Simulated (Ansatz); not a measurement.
Reaction (ligand exchange at the Al–C bond): `[CH3][AlH][CH]=N` + HBr → `[CH3][AlH][Br]` + `C=N`

Program: Ansatz. Geometries: PBE0-D4/def2-TZVP. ΔE: electronic, gas phase. CCSD(T)/CBS is the MP2 limit (def2-TZVPP, def2-QZVPP) plus CCSD(T) − MP2 in def2-TZVPP, frozen cores. This one scheme is used for every species. Functionals use def2-TZVPP. For Br outer-core shells are correlated without core-valence functions, which leaves a few kJ/mol of doubt a bond. Scalar relativity is left out up to krypton. One conformer a species, not always the lowest.

`[CH3][AlH][CH]=N`:

Z-matrix (Å, degrees):
```
C
Al 1 1.942
H 1 1.095 2 111.2
H 1 1.092 2 111.0 3 -120.7
H 1 1.095 2 111.3 3 118.4
C 2 1.985 1 118.8 3 120.0
H 2 1.593 1 122.8 3 -60.0
N 6 1.278 2 115.1 1 0.9
H 6 1.104 2 124.7 1 -179.2
H 8 1.025 6 112.2 2 179.9
```

HBr:

```xyz
2

Br   -0.618   -0.306   -0.169
H     0.618    0.306    0.169
```

`[CH3][AlH][Br]`:

```xyz
7

C    -0.136   -0.001   -0.943
Al    0.252    0.140    0.951
Br   -0.730   -1.301    2.397
H    -0.561    0.937   -1.316
H    -0.835   -0.808   -1.170
H     0.785   -0.174   -1.511
H     1.224    1.208    1.591
```

`C=N`:

Z-matrix (Å, degrees):
```
C
N 1 1.261
H 1 1.096 2 124.9
H 1 1.092 2 118.8 3 -180.0
H 2 1.021 1 111.0 3 -0.0
```

CCSD(T)/CBS gives -183.2 kJ/mol.

Question: Another level gave -184.0 kJ/mol. Which?
A. SCS-MP2/def2-TZVPP
B. BLYP-D4/def2-TZVPP
C. r2SCAN0/def2-TZVPP
D. CCSD(T)/def2-TZVPP

Answer: A. SCS-MP2/def2-TZVPP -184.0, BLYP-D4 -172.0, CCSD(T)/def2-TZVPP -180.0, r2SCAN0 -189.7 kJ/mol.

Largest T1 diagnostic among the species: 0.012.

At CCSD(T), def2-SVP lies +5.3 kJ/mol from the extrapolated value and def2-TZVPP +3.2 kJ/mol. From r2SCAN to r2SCAN0 (25 % exact exchange), in def2-TZVPP and without D4, ΔE moves by −3.8 kJ/mol. In def2-TZVPP, CCSD(T) changes the Hartree–Fock value by +18.9 kJ/mol (the triples alone add +2.3 kJ/mol) and MP2 by +12.8 kJ/mol.
